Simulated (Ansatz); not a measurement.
Start from `[CH3][Zr]([NH2])([NH2])[NH2]` and change one atom or group to get `[NH2][Zr]([NH2])([NH2])[NH2]`.

Ansatz, PBE0-D4/def2-TZVP geometries, multiplicity 1. Each molecule was computed in one conformer, which needn't be the lowest.

Elements past krypton have def2 core potentials.

| property | `[CH3][Zr]([NH2])([NH2])[NH2]` |
| --- | --- |
| HOMO energy (ωB97M-V/def2-TZVPP) / eV | -9.07 |
| LUMO energy (PBE/def2-TZVPP) / eV | -0.96 |
| ideal-gas entropy at 298 K and 1 bar (rigid rotor, harmonic PBE0-D4/def2-TZVP) / J/(mol·K) | 409 |
| size of the dipole moment (ωB97M-V/def2-TZVPP) / D | 1.28 |
| HOMO–LUMO gap (PBE0/def2-TZVPP) / eV | 6.63 |
| HOMO–LUMO gap (B3LYP/def2-TZVPP) / eV | 6.12 |

(1) What does the change do to each property? (Estimate.)

## Answers

(1) Ansatz gave: 
```tsv
property	`[NH2][Zr]([NH2])([NH2])[NH2]`	shift
HOMO energy (ωB97M-V/def2-TZVPP) / eV	-9.11	-0.04
LUMO energy (PBE/def2-TZVPP) / eV	-0.79	0.17
ideal-gas entropy at 298 K and 1 bar (rigid rotor, harmonic PBE0-D4/def2-TZVP) / J/(mol·K)	407	-2
size of the dipole moment (ωB97M-V/def2-TZVPP) / D	0.00	-1.28
HOMO–LUMO gap (PBE0/def2-TZVPP) / eV	6.66	0.03
HOMO–LUMO gap (B3LYP/def2-TZVPP) / eV	6.15	0.03
```

The zero-point energy changes by -25.1 kJ/mol with -3 modes.

B3LYP here is the variant with VWN-RPA as its local correlation; programs differ in this.
